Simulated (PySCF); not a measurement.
C5H3ClOS.
Z-matrix (Å and degrees, PBE0-D3(BJ)/def2-SVP geometry), rows numbered from 1:
```
O 
C   1  1.1876
Cl  2  1.7910  1  120.26
C   2  1.4675  1  125.72  3  -179.97
C   4  1.4307  2  121.05  1     0.81
C   5  1.3645  4  112.06  2  -179.85
S   6  1.7236  5  111.60  4     0.10
C   4  1.3788  2  126.36  1  -178.92
H   5  1.0899  4  123.09  2     0.26
H   6  1.0892  5  128.27  4  -179.91
H   8  1.0885  4  127.08  2    -0.16
```

Computed with PBE0-D3(BJ)/def2-SVP geometry optimisation, gas phase (PySCF).

Take the most abundant isotopes and a rigid rotor. The values belong to one conformer with, in the numbering `[O:1]=[C:2]([Cl:3])[c:4]1[cH:5][cH:6][s:7][cH:8]1`, O1–C2–C4–C5 1°.

**Question.** Give the principal moments of inertia and the rotational constants in cm⁻¹.

**Answer.** Ia = 152.72, Ib = 550.67, Ic = 703.37 u·Å²; 505379 MHz·u·Å²/I gives 3309, 917.8 and 718.5 MHz, that is A = 0.11038, B = 0.03061, C = 0.02397 cm⁻¹.

**Question.** What kind of rotor is it?

**Answer.** An asymmetric top. Ray's parameter κ = (2B − A − C)/(A − C) = -0.846; −1 is the prolate and +1 the oblate limit.

**Question.** Is it planar, by Δ = Ic − Ia − Ib?

**Answer.** Planar: Δ = Ic − Ia − Ib = -0.02 u·Å². For a rigid frame Δ = −2 Σ m c², so it vanishes when all atoms lie in the ab plane; here none is more than 0.02 Å from it.

**Question.** Give the coordinates in the principal-axis frame, origin at the centre of mass.

**Answer.** The sense of each axis is arbitrary; atoms in the order of the calculation.
```
atom  mass (u)   a (Å)   b (Å)   c (Å)
  O1    15.995  -1.882  -1.647   0.014
  C2    12.000  -1.368  -0.576   0.004
 Cl3    34.969  -2.372   0.907  -0.007
  C4    12.000   0.077  -0.319  -0.001
  C5    12.000   1.018  -1.397  -0.011
  C6    12.000   2.307  -0.951  -0.011
  S7    31.972   2.384   0.771   0.005
  C8    12.000   0.687   0.917   0.009
  H9     1.008   0.721  -2.446  -0.020
 H10     1.008   3.224  -1.539  -0.019
 H11     1.008   0.199   1.890   0.019
```

**Question.** List the rotational levels J(Ka,Kc) to J = 2 (MHz).

**Answer.** Above 0(0,0):
J = 1: 1(0,1) 1636, 1(1,1) 4028, 1(1,0) 4227
J = 2: 2(0,2) 4897, 2(1,2) 7101, 2(1,1) 7699, 2(2,1) 14873, 2(2,0) 14885
The levels of one J sum to (2J + 1)J(J + 1)(A + B + C)/3.

**Question.** Which types of transition are allowed, and where do some lines up to J = 4 fall?

**Answer.** The dipole components are |μa| = 3.25 D, |μb| = 0.75 D, |μc| = 0.00 D; the mirror of this Cs structure is the ab plane, so μc vanishes by symmetry (the 0.01 D computed is a residue) and there are no c-type lines. Intensities carry the squares of the components, which stand as 1.00 : 0.05 (a : b). Some lines, for components of 0.1 D or more:

```
type  branch         J(Ka,Kc)    MHz  lower level (cm⁻¹)
   a       Q  2(1,1) ← 2(1,2)    598               0.237
   a       Q  3(1,2) ← 3(1,3)   1195               0.390
   b       R  4(0,4) ← 3(1,3)   4483               0.390
   a       R  4(1,4) ← 3(1,3)   6124               0.390
   a       R  4(2,3) ← 3(2,2)   6536               0.660
   b       R  3(1,3) ← 2(0,2)   6807               0.163
   b       Q  3(2,2) ← 3(1,3)   8078               0.390
   b       R  3(2,2) ← 2(1,1)  12083               0.257
   b       Q  4(3,2) ← 4(2,3)  12494               0.878
   b       R  4(2,3) ← 3(1,2)  13419               0.430
```

No PBE0-D3(BJ)/def2-SVP frequencies stand behind this structure, so it isn't proved a minimum. Constants of a rigid frame at the computed geometry: no zero-point averaging, no centrifugal distortion. Quadrupole hyperfine structure (35Cl) is left out.

The run took 54 s on one thread of an Intel Xeon Platinum 8259CL at 2.50 GHz, on a shared host, and the process peaked at 0.53 GiB of memory. That covers the optimisation of the geometry.
